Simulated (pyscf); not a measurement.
# H₂N–Ge•(F)–F, doublet

Gas-phase minimum from PySCF at ωB97X-D3(BJ)/def2-SVP, one conformer. Other isomers of H₂N–Ge•(F)–F were not searched in full and may lie lower. 

SMILES: [F][Ge]([F])[NH2]
```xyz
6

N     -0.2883     0.3916     0.2978
Ge    -1.6120    -0.4835    -0.6135
F     -1.9066    -1.9530     0.2755
F     -3.0344     0.5008    -0.4062
H      0.5945    -0.1116     0.3719
H     -0.1158     1.3480    -0.0088
```
Charge 0, spin multiplicity 2.

Bonded distances (Å): N1–Ge2 1.830, N1–H5 1.019, N1–H6 1.019, Ge2–F3 1.743, Ge2–F4 1.742. Angles (°): Ge2–N1–H5 115.3, Ge2–N1–H6 114.9, H5–N1–H6 109.8, N1–Ge2–F3 105.8, N1–Ge2–F4 105.1, F3–Ge2–F4 106.1.

Properties at ωB97X-D3(BJ)/def2-SVP:

```yaml
harmonic_wavenumbers_unscaled: 95, 206, 263, 265, 528, 673, 718, 719, 838, 1541, 3568, 3672 cm⁻¹
zero_point_energy: 18.7 kcal/mol
rotational_symmetry_number: 1
Entropy of this conformer at 298 K and 1 atm, rigid rotor and harmonic oscillator, modes under 100 cm⁻¹ raised to 100: 325.4 J/(mol K)
dipole_moment: 3.87 D
Spin expectation value S2: 0.756
```

Single-point totals, which compare only within one level:

```csv
level,total energy (hartree)
ωB97X-D3(BJ)/def2-TZVP,-2332.79683
PBE/def2-TZVP,-2332.25823
r²SCAN/def2-TZVP,-2332.70683
B3LYP-D3(BJ)/def2-TZVP,-2332.87594
PBE0-D3(BJ)/def2-TZVP,-2332.30958
M06-2X/def2-TZVP,-2332.74542
ωB97M-D3(BJ)/def2-TZVP,-2332.88866
```

Soft torsions are taken as harmonic, which can shift the entropy by several J/(mol K). Elements up to Kr have no core potential and no relativistic terms here.
